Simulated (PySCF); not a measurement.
## Correlation energy of Cd²⁸⁺ (cadmium, charge +28)

Starting occupation: [Ar] 3d2, 3d3/2 with m_j = +1/2, +3/2. All numbers are calculated (PySCF 2.14, X2C-1e with screened-nucleus spin-orbit coupling, Gaussian nucleus, in an uncontracted even-tempered set (16 s from 4.3 bohr⁻², ratio 2.8; 12 p from 5.6 bohr⁻², ratio 2.8; 8 d from 5.6 bohr⁻², ratio 2.8; 3 f from 18 bohr⁻², ratio 3)). Frozen: [Ne]; 10 electrons correlated; the 74 highest virtual spinors left out.

MP2 pair energies summed by pair of shells (mhartree):

```tsv
pair	energy	share (%)
3p-3p	-228.84	56.5
3d-3p	-99.47	24.5
3p-3s	-45.61	11.3
3d-3s	-14.19	3.5
3s-3s	-10.50	2.6
3d-3d	-6.70	1.7
```

Total MP2 correlation energy: -405.31 mhartree.

The GHF reference relaxed away from the jj start to a determinant that is no pure jj level (⟨S²⟩ = 1.65, ⟨J²⟩ = 6.16); the energies belong to that determinant.

At this charge the one-electron X2C treatment keeps the bare 1/r₁₂, with no two-electron picture change or Breit term. The effect here is smaller than on the frozen 1s shell.
